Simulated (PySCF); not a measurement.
silanone anion (H2OSi), SMILES O=[SiH2] (connectivity only; charge and spin as stated), charge -1, multiplicity 2. Atoms are numbered in the order given.

```xyz
4

Si     0.4596    -0.1084     0.0000
O     -1.1060     0.0613     0.0000
H      1.2070     0.5137    -1.1857
H      1.2070     0.5137     1.1857
```
Charge -1, spin multiplicity 2.

Geometry optimised at B3LYP-D3(BJ)/def2-TZVPD. The multiplicity is an assumed one; other spin states were not compared.

All values below come from CAM-B3LYP/def2-TZVPD run with PySCF.

Computed frontier levels, dipole moment and polarisability:
- α spin, highest occupied and lowest empty level: -0.72 and 4.89 eV
- β spin, highest occupied and lowest empty level: -2.89 and 4.38 eV
- dipole moment about the centre of nuclear charge: 1.40 D
- mean static polarisability: 57.3 bohr³ (8.49 Å³)
- polarisability, principal values: 53.7, 57.7, 60.6 bohr³
- ⟨S²⟩: 0.755 (pure state 0.75)
